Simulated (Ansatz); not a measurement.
Basis sets compared for the cluster Cs3F3. Charge 0, multiplicity 1. Geometry r2SCAN-D4/def2-SVP. Ansatz on 4 threads of Arm Neoverse V2 on a shared host; times are rough, and most runs start from earlier orbitals.

| atom | x (Å) | y (Å) | z (Å) |
| --- | --- | --- | --- |
| Cs1 | -2.637 | 0.900 | -0.338 |
| Cs2 | 1.945 | 1.722 | 1.058 |
| Cs3 | 0.691 | -2.622 | -0.721 |
| F4 | -1.649 | -1.461 | -0.882 |
| F5 | -0.581 | 2.225 | 0.592 |
| F6 | 2.230 | -0.764 | 0.292 |

In the def2 sets Cs takes a core potential; there is no spin–orbit coupling. The structure comes from a short search, and lower isomers may exist.

Binding counts from free atoms (Cs doublet, F doublet) in the same basis, without a counterpoise term.

| level | functions | energy (Eh) | HOMO (eV) | LUMO (eV) | binding per atom (eV) | wall time |
| --- | --- | --- | --- | --- | --- | --- |
| PBE-D4/def2-SVP | 114 | -359.7446 | -4.64 | -0.85 | 3.10 | 1.6 s |
| PBE-D4/def2-TZVP (with forces) | 180 | -360.1443 | -5.02 | -0.76 | 3.15 | 2.6 s |
| r2SCAN-D4/def2-TZVP | 180 | -360.3124 | -5.26 | -0.20 | 3.10 | 4.3 s |
| PBE0-D4/def2-SVP | 114 | -359.7161 | -6.28 | -0.39 | 2.94 | 1.8 s |
| PBE0-D4/def2-TZVP | 180 | -360.1116 | -6.70 | -0.31 | 3.01 | 3.1 s |

**Question.** Estimate the rows for PBE-D4/def2-TZVPD, r2SCAN-D4/def2-TZVPD, PBE0-D4/def2-TZVPD.

**Answer.** 
```json
{"level": "PBE-D4/def2-TZVPD", "functions": "216", "energy (Eh)": "-360.1510", "HOMO (eV)": "-5.10", "LUMO (eV)": "-0.74", "binding per atom (eV)": "3.17", "wall time": "3.5 s"}
{"level": "r2SCAN-D4/def2-TZVPD", "functions": "216", "energy (Eh)": "-360.3184", "HOMO (eV)": "-5.35", "LUMO (eV)": "-0.17", "binding per atom (eV)": "3.12", "wall time": "6 s"}
{"level": "PBE0-D4/def2-TZVPD", "functions": "216", "energy (Eh)": "-360.1176", "HOMO (eV)": "-6.79", "LUMO (eV)": "-0.30", "binding per atom (eV)": "3.02", "wall time": "3.9 s"}
```
